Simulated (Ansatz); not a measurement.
Consider the ligand exchange at the Si–O bond: `F[SiH2]O[SiH2]F` + H₂Te → `F[SiH2][TeH]` + `O[SiH2]F`.

Program: Ansatz. Geometries: PBE0-D4/def2-TZVP. ΔE: electronic, gas phase. CCSD(T)/CBS is the MP2 limit (def2-TZVPP, def2-QZVPP) plus CCSD(T) − MP2 in def2-TZVPP, frozen cores. Functionals use def2-TZVPP. def2 core potentials past Kr. For Te outer-core shells are correlated without core-valence functions, which leaves a few kJ/mol of doubt a bond. Each species was taken in one conformer, which may not be the lowest.

| level | ΔE (kJ/mol) | difference from CCSD(T)/CBS |
| --- | --- | --- |
| B97M-V | 74.3 | 7.4 |
| r2SCAN0-D4 | 66.5 | -0.4 |
| ωB97X-V | 69.1 | 2.2 |
| B2PLYP | 71.8 | 4.9 |
| PBE0 | 55.1 | -11.8 |
| BHLYP | 80.6 | 13.7 |
| HF/def2-SVP | 88.0 | 21.1 |
| MP2/def2-SVP | 72.0 | 5.1 |
| CCSD/def2-SVP | 76.9 | 10.0 |
| CCSD/CBS(def2) | 71.0 | 4.1 |
| CCSD(T)/CBS | 66.9 | 0 |

Largest T1 diagnostic among the species: 0.012.

From PBE to PBE0 (25 % exact exchange), in def2-TZVPP and without D4, ΔE moves by +7.3 kJ/mol. At CCSD(T), def2-SVP lies +7.4 kJ/mol from the extrapolated value and def2-TZVPP +6.7 kJ/mol.
